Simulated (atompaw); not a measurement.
# helium (He) PAW (atompaw): all-electron and pseudo phase curves

He, PAW, made with atompaw 4.2.0.5 (PBEsol, scalar-relativistic). Core none, reference 1s2. Waves: 1s (bound): rc 0.74 bohr; 1s channel at -0.2 Ry: rc 0.74 bohr; 2p channel at -0.05 Ry: rc 0.74 bohr; 2p channel at 2.05 Ry: rc 0.74 bohr. Local part: bessel scheme, radius 0.50 bohr. Core correction: none. Augmentation charge: sinc compensation charge, radius 0.54 bohr; PAW radius 0.74 bohr; waves and projectors: custom rrkj vanderbiltortho.

The phase is arctan(r·u′/u) with u = r·R(r), unwrapped; energies in Ry, scanned from -3 to 5 Ry. A pole is an energy at which the radial function vanishes at the test radius. The pseudo phase is shifted by a multiple of π to meet the all-electron one at the reference energy, and phase errors are pseudo minus all-electron; the curves can meet again beyond the range given. Levels narrower than the energy grid can be missing from the lists of poles.

Problem. For each channel, where are the poles, and over which energies does the pseudopotential scatter like the atom?

Solution.

```csv
channel,radius (bohr),reference energy (Ry),"poles, all-electron","poles, pseudo",unbroken range about the reference energy with phases within 0.05 rad,phase error 1 Ry above the reference energy (rad)
s,0.74,-1.14,none,none,the whole range,+0.000
p,0.74,-0.05,none,none,the whole range,+0.000
```

Phases in the p channel:

```csv
E (Ry),all-electron,pseudo
-3.00,1.092,1.092
-2.52,1.079,1.079
-2.04,1.066,1.066
-1.56,1.052,1.052
-1.08,1.038,1.038
-0.60,1.022,1.022
-0.12,1.004,1.004
0.36,0.986,0.986
0.84,0.966,0.966
1.32,0.944,0.944
1.80,0.920,0.920
2.28,0.895,0.895
2.76,0.867,0.867
3.24,0.836,0.836
3.72,0.802,0.802
4.20,0.764,0.764
4.68,0.723,0.723
```
